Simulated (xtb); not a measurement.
Cl$_{4}$Ti, triplet, geometry from GFN2-xTB (such geometries of metal compounds can be far from the true shape) (the multiplicity is a formal guess), atoms displaced at random by about 0.1 Å a coordinate. Base run: GFN2-xTB (xtb).

Input for xtb:
```
$ xtb mol.xyz --gfn 2 --uhf 2 --opt --json

# file mol.xyz
5

Ti    -0.07639206    -0.03684181     0.00212843
Cl     1.65242436    -0.48382987    -1.33870404
Cl     0.76896125     0.47598826     2.22857870
Cl    -1.09662331     1.91453310    -0.81043216
Cl    -1.45541418    -1.57301175     0.11988389
```

Each row names what was changed in the base input (with any setting that the change needs).

```csv
change,ΔE vs base (kJ/mol),optimiser steps
base,0.00,7
opt level = crude,0.28,3
opt level = sloppy,0.02,4
opt level = lax,0.02,5
engine = lbfgs,0.00,-
alpb = chcl3,-24.09,7
opt level = extreme,0.00,9
alpb = benzene,-23.56,7
engine = inertial,0.06,-
opt level = loose,0.02,5
```
